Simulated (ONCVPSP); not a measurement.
**Before and after: ONCV potential for Fe**

Fe, optimised norm-conserving Vanderbilt (ONCV), made with ONCVPSP 4.0.1 (PBE, scalar-relativistic). Core [Ar], reference 3d6 4s2. Waves: 4s: rc 2.30 bohr, ncon 3, nbas 7, qcut 2.5 1/bohr, 2 projectors, debl 3.8 Ha; p scattering state at 0.29 Ha: rc 1.70 bohr, ncon 4, nbas 8, qcut 5.5 1/bohr, 2 projectors, debl 1.4 Ha; 3d: rc 1.20 bohr, ncon 5, nbas 10, qcut 15.5 1/bohr, 2 projectors, debl 0.3 Ha. Local part: polynomial inside 1.10 bohr (lpopt 2, dvloc0 1 Ha). Core correction: polynomial model core, fcfact 0.6.

All-electron outer shells of the reference configuration (PBE, scalar-relativistic, ld1.x):

```tsv
shell	level (eV)	outermost node (bohr)	outermost maximum (bohr)
3p	-60.04	0.30	0.72
3d	-7.50	–	0.71
4s	-5.29	1.00	2.41
```

Change: s: debl 0.4.

Cutoffs: the cutoffs (Ha) at which the residual kinetic energy of the hardest occupied pseudo-wave falls to 1 and 0.1 mHa per electron; they do not see the model core or the augmentation charge, which bear on the density cutoff. Errors are all-electron minus pseudo energies relative to the spin-unpolarised reference configuration.

Task: Predict the effect on cutoff, ghosts and configuration errors.

Result: The potential gets neither clearly harder nor softer (81 Ha and 94 Ha → 81 Ha and 94 Ha); both files keep a bound ghost (p); the lowest positive-energy flag moves from s at 89.8 eV to s at 36.4 eV; the errors of the 4 common tests hardly move; the range in which the s phases agree narrows (upper end 2.4 → 1.3).

```csv
quantity,base,changed
"cutoff, loose",81 Ha,81 Ha
"cutoff, tight",94 Ha,94 Ha
bound ghosts,p,p
GHOST(+) flags under 300 eV,s at 89.8 eV,s at 36.4 eV
"error for 3d6 4s1, meV [ΔE 8.73 eV]",-6.6,-7.3
"error for 3d6 4s0, meV [ΔE 24.93 eV]",-50,-50
"error for 3d5 4s0, meV [ΔE 59.16 eV]",-246,-245
"error for 3d5 4s2 4p1, meV [ΔE 8.75 eV]",-194,-186
s: phases at 2.33 bohr within 0.05 rad from the reference energy up to (Ha; the scan ends near 5),2.4,1.3
p: phases at 1.72 bohr within 0.05 rad from the reference energy up to (Ha; the scan ends near 5),to the end of the scan,to the end of the scan
d: phases at 1.22 bohr within 0.05 rad from the reference energy up to (Ha; the scan ends near 5),to the end of the scan,to the end of the scan
"rms error of d²Exc/dni dnj with the model core, mHa",3.23,3.23
```

 A true bound ghost makes a file unfit for plane-wave use even where its test errors are small: the radial tests pick states by their node count and pass the ghost by.
